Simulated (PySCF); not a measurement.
H5Cl3Si3, SMILES [Si](Cl)(Cl)(Cl)[SiH2][SiH3] (CAM-B3LYP/def2-SVP optimised geometry):

```
11

Si    -1.193    -0.009     0.000
Si     1.154    -0.009     0.000
Si     1.922     1.092     1.905
Cl     1.230     3.032     1.911
Cl     3.976     1.136     2.019
Cl     1.198     0.153     3.590
H     -1.683    -0.707     1.219
H     -1.683     1.396     0.000
H     -1.696    -0.711    -1.212
H      1.695    -1.396     0.027
H      1.696     0.710    -1.187
```

Method: CAM-B3LYP/def2-TZVP (PySCF).

What are the frontier orbital energies and the dipole moment?

HOMO-2 -10.58 eV, HOMO-1 -10.31 eV, HOMO -9.57 eV, LUMO 0.19 eV, LUMO+1 0.59 eV; dipole moment 1.88 D.

On the same geometry PBE/def2-TZVP in PySCF gives HOMO-2 -7.81 eV, HOMO-1 -7.76 eV, HOMO -7.20 eV, LUMO -1.76 eV, LUMO+1 -1.42 eV; dipole moment 1.69 D.

Meta-Löwdin charges at CAM-B3LYP/def2-TZVP: Si1 0.26, Si2 0.14, Si3 0.79, Cl4 -0.28, Cl5 -0.27, Cl6 -0.28, H7 -0.07, H8 -0.07, H9 -0.08, H10 -0.06, H11 -0.06.
